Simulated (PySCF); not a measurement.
Species: C7H8N2S.
SMILES with atom numbers: `[CH:1]#[C:2][CH2:3][n:4]1[n:5][cH:6][cH:7][c:8]1[S:9][CH3:10]`

Cartesian coordinates in Å at the PBE0-D3(BJ)/def2-SVP level; atoms count from 1:
```
atom  x, y, z in Å
C1     2.3330    1.7934    2.2348
C2     1.8797    0.7250    1.8947
C3     1.3133   -0.5645    1.5065
N4     0.5298   -0.5122    0.2935
N5     1.0204   -1.0114   -0.8442
C6     0.0727   -0.8104   -1.7446
C7    -1.0487   -0.1538   -1.1934
C8    -0.7110    0.0271    0.1402
S9    -1.5368    0.7680    1.4914
C10   -3.2414    0.6391    0.9166
H11    2.7348    2.7464    2.5256
H12    2.1100   -1.2983    1.3194
H13    0.6779   -0.9479    2.3232
H14    0.2205   -1.1427   -2.7719
H15   -1.9657    0.1480   -1.6915
H16   -3.5011   -0.4031    0.6840
H17   -3.8699    0.9974    1.7432
H18   -3.4143    1.2775    0.0388
```

NICS = −σ at a ghost point: NICS(0) at the centroid of the ring atoms, NICS(1) 1 Å to either side along the normal of their mean plane, zz for the tensor component along that normal. Level: GIAO PBE0/pcSseg-1 (PySCF, non-relativistic, gas phase) on the PBE0-D3(BJ)/def2-SVP geometry, one conformer.

Ring bond lengths (Å), with Mayer bond orders in brackets: N4–N5 1.336 (1.20), N5–C6 1.323 (1.54), C6–C7 1.412 (1.35), C7–C8 1.388 (1.33), C8–N4 1.362 (1.04).

What do the NICS probes read (ppm)?

```
          ring                                                 type  NICS(0)  NICS(1), two faces  NICS(1)zz, two faces  rms pucker (Å)  centre to ring atoms, mean (Å)
N4–N5–C6–C7–C8  5-membered ring with 2 N; formal bonds all aromatic    -12.9       -11.1 / -11.6         -27.8 / -28.6            0.00                            1.16
```

What can be read from them?

- N4–N5–C6–C7–C8: mean NICS(1)zz -28.2 ppm, shielded, aromatic by this magnetic criterion (flat ring, no four-coordinate atom).

And the bond-length index? HOMA takes Krygowski's 1993 parameters.

- N4–N5–C6–C7–C8: HOMA 0.94; the largest term is that of C6–C7, α(R − Ropt)² = 0.14. The geometric and the magnetic index point the same way.

At the first NICS(1) probe listed for ring N4–N5–C6–C7–C8, 1 Å off the ring, what do the in-plane components average?

The isotropic value is a third of the trace: (3 × -11.1 − (-27.8))/2 = -2.7 ppm.

How do the values depend on the level or the medium?

```csv
level,"NICS(0), N4–N5–C6–C7–C8","mean NICS(1)zz, N4–N5–C6–C7–C8"
"PBE0/pcSseg-1, gas",-12.9,-28.2
"wB97X-D/pcSseg-1, gas",-12.7,-28.3
"PBE0/pcSseg-1, IEF-PCM acetone",-12.7,-28.2
"PBE0/pcSseg-1, IEF-PCM methanol",-12.7,-28.2
```

The geometry is the same throughout; the continuum's cavity takes Bondi-type radii × 1.2.

On one thread, Arm Neoverse V2 (aarch64), on a shared host, this took 37 s wall and 1.1 GiB of memory at its peak. This is the whole shielding run at PBE0/pcSseg-1, SCF included.
